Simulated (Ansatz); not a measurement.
Ga5N4H16, a cluster cut from zinc blende GaN (hydrogen-capped). Charge 0, multiplicity 2. Geometry r2SCAN-D4/def2-SVP, that of the charge -1 singlet; atoms count from 1.

```xyz
25

N    -1.526    0.252   -0.844
N    -0.377   -1.691    1.296
N     1.434   -0.326   -1.582
N     0.770    1.187    1.050
Ga   -0.388   -0.065   -2.412
Ga   -2.040   -1.322    0.210
Ga   -0.954    1.810    0.262
Ga    0.562   -0.256    2.364
Ga    2.216    0.988   -0.263
H    -2.413    0.583   -1.244
H     0.308   -2.175    0.710
H    -0.653   -2.401    1.980
H     2.091   -0.346   -2.368
H     1.495   -1.271   -1.194
H     1.057    1.997    1.614
H    -0.718   -1.454   -3.109
H    -0.271    1.221   -3.324
H    -2.217   -2.611   -0.703
H    -3.175   -0.983    1.256
H    -2.004    2.017    1.433
H    -0.661    3.039   -0.698
H    -0.434    0.144    3.524
H     1.960   -0.900    2.760
H     2.462    2.323   -1.072
H     3.474    0.239    0.355
```

Single mean-field runs in def2-TZVP are fitted with def2-universal-jkfit.

Question: Estimate the Mulliken populations from the PBE0/def2-TZVP orbitals of Ansatz.

Answer: 
| atom | charge (e) | spin (α − β) |
| --- | --- | --- |
| N1 | -0.46 | 0.01 |
| N2 | -0.57 | 0.00 |
| N3 | -0.57 | 0.00 |
| N4 | -0.46 | 0.01 |
| Ga5 | 0.21 | 0.02 |
| Ga6 | 0.21 | 0.02 |
| Ga7 | 0.23 | 0.03 |
| Ga8 | 0.21 | 0.02 |
| Ga9 | 0.21 | 0.02 |
| H10 | 0.24 | 0.00 |
| H11 | 0.24 | 0.00 |
| H12 | 0.27 | 0.00 |
| H13 | 0.27 | 0.00 |
| H14 | 0.24 | 0.00 |
| H15 | 0.24 | 0.00 |
| H16 | -0.06 | 0.07 |
| H17 | -0.07 | 0.04 |
| H18 | -0.07 | 0.07 |
| H19 | -0.07 | 0.04 |
| H20 | 0.02 | 0.21 |
| H21 | 0.02 | 0.21 |
| H22 | -0.07 | 0.04 |
| H23 | -0.06 | 0.07 |
| H24 | -0.07 | 0.04 |
| H25 | -0.07 | 0.07 |
Mulliken values depend strongly on the basis.

Question: Where does the spin sit?

Answer: Summed by element: N 0.03, Ga 0.10, H 0.88, of 1 unpaired in all. Largest on single atoms: H20 0.21, H21 0.21, H16 0.07.

Question: And the Mayer bond orders between heavy atoms (over 0.3)?

Answer: N1–Ga5 0.76 (1.96 Å); N1–Ga6 0.76 (1.96 Å); N1–Ga7 0.78 (2.00 Å); N2–Ga6 0.66 (2.02 Å); N2–Ga8 0.66 (2.02 Å); N3–Ga5 0.66 (2.02 Å); N3–Ga9 0.66 (2.02 Å); N4–Ga7 0.78 (2.00 Å); N4–Ga8 0.76 (1.96 Å); N4–Ga9 0.76 (1.96 Å).
